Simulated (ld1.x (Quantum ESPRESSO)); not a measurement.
**Before and after: TM potential for tantalum**

Ta, norm-conserving Troullier–Martins (Kleinman–Bylander form), made with ld1.x (Quantum ESPRESSO) 7.5 (LDA (PZ), scalar-relativistic). Core [Kr] 4d10 4f14 5s2, reference 5p6 5d3 6s1.75 6p0 (charge +0.25). Waves: 5p (bound): rc 1.55 bohr; 5d (bound): rc 2.50 bohr; 5f channel at 0.45 Ry: rc 2.65 bohr; 6s (bound): rc 2.90 bohr. Local part: the s channel. Core correction: a·sin(br)/r model core, default radius (core density twice the valence density).

Change: all radii but the core radius scaled by about 0.88 (s 2.56, p 1.36, d 2.20, f 2.34 bohr).

Cutoffs: the cutoffs (Ry, on a coarse ladder) from which the occupation-weighted sum of valence levels, in a spherical-Bessel basis at the reference potential, stays within 10 and 1 mRy of its value at 400 Ry; they do not see the model core or the augmentation charge, which bear on the density cutoff. Errors are all-electron minus pseudo energies relative to the spin-unpolarised reference configuration.

Task: Predict the effect on cutoff, ghosts and configuration errors.

Result: The potential gets harder (55 Ry and 100 Ry → 90 Ry and 120 Ry); of the 9 tests that both files solve, the error grows in 2 and shrinks in 1 by more than 15 % and 0.3 meV (median size 25.2 → 29.5 meV); neither file shows a bound ghost. A smaller radius makes the pseudo-wave follow the all-electron one further in, where it bends more sharply, so more plane waves are needed.

```tsv
quantity	base	changed
cutoff, loose	55 Ry	90 Ry
cutoff, tight	100 Ry	120 Ry
loose cutoff by channel (10 mRy a level)	p 40 Ry, d 21 Ry, s 6 Ry	p 50 Ry, d 25 Ry, s 6 Ry
bound ghosts	none	none
error for 5p6 5d3 6s2 6p0, meV [ΔE -1.59 eV]	+0.3	+0.2
error for 5p6 5d3 6s1 6p0, meV [ΔE 7.11 eV]	-5.1	-5.3
error for 5p6 5d3 6s0 6p0, meV [ΔE 22.42 eV]	-29	-30
error for 5p6 5d4 6s1 6p0, meV [ΔE 0.50 eV]	-27	-29
error for 5p6 5d2 6s2 6p0, meV [ΔE 6.32 eV]	-25	-29
error for 5p6 5d4 6s0 6p0, meV [ΔE 8.58 eV]	-59	-65
error for 5p6 5d2 6s2 6p1, meV [ΔE 1.50 eV]	-604	-610
error for 5p6 5d3 6s1.75 6p0 (spin-polarised), meV [ΔE -1.21 eV]	+7.9	-0.7
error for 5p6 5d3 6s2 6p0 (spin-polarised), meV [ΔE -2.64 eV]	+3.0	-5.3
```
